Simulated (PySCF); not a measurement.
Compound: C4H11O2PSi2.
SMILES with atom numbers: `[CH3:1][Si@@:2]1([PH2:3])[CH2:4][C@@H:5]([CH:6]=[O:7])[SiH2:8][O:9]1`

Cartesian coordinates in Å at the GFN2-xTB level; atoms count from 1:
```
atom  x, y, z in Å
C1     1.4036    1.5348   -1.0987
Si2    1.0224   -0.0466   -0.1150
P3     2.7804   -1.1778    0.7168
C4    -0.3612    0.0224    1.2085
C5    -1.6739   -0.3671    0.5293
C6    -2.2910    0.7665   -0.1735
O7    -1.7205    1.7688   -0.5278
Si8   -1.2243   -1.6152   -0.8896
O9     0.2923   -1.1289   -1.1522
H10    2.0946    2.1709   -0.5543
H11    0.4946    2.0986   -1.2853
H12    1.8557    1.2866   -2.0554
H13    3.5822   -0.9676   -0.3896
H14    3.2953   -0.0735    1.3729
H15   -0.1364   -0.6903    2.0043
H16   -0.4625    1.0051    1.6688
H17   -2.3919   -0.8075    1.2210
H18   -3.3633    0.6154   -0.4173
H19   -1.2365   -2.9694   -0.3518
H20   -1.9646   -1.4145   -2.1236
```

Probes without a nucleus sit at each ring's centroid and 1 Å off its mean plane on both sides; NICS is minus the shielding there, NICSzz its component along the normal. Level: GIAO PBE0/pcSseg-1 (PySCF, non-relativistic, gas phase) on the GFN2-xTB geometry, one conformer.

Ring bond lengths (Å), with Mayer bond orders in brackets: Si2–C4 1.916 (0.88), C4–C5 1.528 (1.01), C5–Si8 1.943 (0.78), Si8–O9 1.614 (1.01), O9–Si2 1.667 (0.84).

Problem. Give the NICS values of each ring in ppm.

Solution. 
```csv
ring,type,NICS(0),"NICS(1), two faces","NICS(1)zz, two faces",rms pucker (Å),"centre to ring atoms, mean (Å)"
Si2–C4–C5–Si8–O9,5-membered ring with O and 2 Si; formal bonds all single,-5.5,-3.0 / -3.0,-2.7 / -3.3,0.15,1.46
```

Problem. What can be read from them?

Solution. 
- Si2–C4–C5–Si8–O9: mean NICS(1)zz -3.0 ppm, near zero. Si2, C4, C5, Si8 have four or more neighbours; no verdict on aromaticity is drawn.

Problem. At the first NICS(1) probe listed for ring Si2–C4–C5–Si8–O9, 1 Å off the ring, what do the in-plane components average?

Solution. The isotropic value is a third of the trace: (3 × -3.0 − (-2.7))/2 = -3.1 ppm.

Problem. What are the shieldings of the ring atoms and their hydrogens in the same run (means over atoms taken as equivalent)?

Solution. 
```
atoms                  environment  σ isotropic (ppm)  principal values of the symmetric part, first atom (ppm)
  Si2         oxygen-bound silicon              301.3                                       280.3, 288.6, 334.9
   C4  sp3 carbon bound to silicon              169.3                                       157.5, 173.1, 177.1
   C5  sp3 carbon bound to silicon              135.3                                        96.8, 142.2, 167.0
  Si8         oxygen-bound silicon              366.6                                       312.0, 349.5, 438.2
   O9              siloxane oxygen              281.1                                       222.1, 305.4, 316.0
  H15           methylene hydrogen              30.76                                          25.3, 29.5, 37.5
  H16           methylene hydrogen              30.19                                          26.6, 27.9, 36.1
  H17             methine hydrogen              28.64                                          24.2, 27.4, 34.4
  H19                Si–H hydrogen              26.63                                          22.6, 24.2, 33.0
  H20                Si–H hydrogen              26.71                                          23.2, 24.4, 32.6
```

The run took 60 s wall on one thread of an Arm Neoverse V1, no GPU, shared host with 32 logical CPUs at a one-minute load of 14, and the process peaked at 1.1 GiB of memory. This is the whole shielding run at PBE0/pcSseg-1, SCF included.
